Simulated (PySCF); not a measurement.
**The potential of point charges around `[SiH3]C[SiH2]P[SiH2]Cl`**

Species: `[SiH3]C[SiH2]P[SiH2]Cl`. Coordinates (GFN2-xTB, Å) and charges (e) from the PBE0/pcSseg-1 density (PySCF):

```csv
atom,x,y,z,Mulliken,IAO,Hirshfeld,ESP-fitted
Si1,2.506,0.742,-0.551,+0.4965,+0.6128,+0.3140,+0.3975
C2,1.304,-0.098,0.657,-0.8655,-0.8225,-0.2479,-0.4366
Si3,0.093,-1.341,-0.113,+0.4875,+0.5907,+0.2879,+0.4189
P4,-1.849,-1.142,1.005,-0.3779,-0.2272,-0.0737,-0.4264
Si5,-2.674,0.732,0.131,+0.5216,+0.6279,+0.2881,+0.3503
Cl6,-1.675,2.283,0.943,-0.3181,-0.3103,-0.1046,-0.1749
H7,3.249,-0.289,-1.278,-0.0812,-0.1232,-0.0791,-0.1022
H8,3.441,1.583,0.201,-0.0788,-0.1152,-0.0766,-0.1049
H9,1.757,1.569,-1.497,-0.0724,-0.1178,-0.0767,-0.0968
H10,0.737,0.679,1.173,+0.1987,+0.1686,+0.0280,+0.1619
H11,1.880,-0.608,1.429,+0.1811,+0.1703,+0.0457,+0.1336
H12,-0.099,-1.113,-1.554,-0.0455,-0.1245,-0.0799,-0.1116
H13,0.527,-2.731,0.073,-0.0386,-0.1031,-0.0738,-0.0737
H14,-2.577,-1.970,0.176,+0.0793,+0.0039,-0.0053,+0.1626
H15,-4.080,0.844,0.516,-0.0404,-0.1077,-0.0713,-0.0332
H16,-2.548,0.868,-1.323,-0.0463,-0.1225,-0.0750,-0.0644
```

Points outside the species (Å): A (-2.5, 5.7, -0.1); B (-10.4, -2.1, -1.6); C (5.6, -2.2, 0.5).

Problem. Find the potential V = 14.3996 V·Å × Σ q/r of each set of charges at these points.

Solution. In volts:

```csv
point,nearest atom,distance (Å),Mulliken,IAO,Hirshfeld,ESP-fitted
A,Cl6,3.67,-0.275,-0.252,-0.069,-0.138
B,H15,7.29,+0.074,+0.052,+0.016,+0.039
C,H7,3.51,+0.020,+0.033,+0.011,+0.061
```

Problem. How far are the other sets from the ESP-fitted one at these points?

Solution. Root-mean-square difference: Hirshfeld 0.051 V, IAO 0.068 V, Mulliken 0.085 V. The ESP scheme fits charges at the nuclei, held to the total charge, to the electrostatic potential on points at 1.4 to 2.0 times the van der Waals radii.

Problem. What energy would a point charge of +3 e have at A in the field of the ESP charges, leaving out polarisation?

Solution. -0.414 eV = -40.0 kJ/mol, an attraction.

The structure is a single GFN2-xTB conformer in the gas phase; no vibrational or solvent corrections. GFN2-xTB frequencies show an imaginary mode (29i cm⁻¹), so this geometry is no minimum at that level.

The values belong to the conformer `[SiH3:1][CH2:2][SiH2:3][PH:4][SiH2:5][Cl:6]`: Si1–C2–Si3–P4 -144°, C2–Si3–P4–Si5 77°, Si3–P4–Si5–Cl6 -76°.
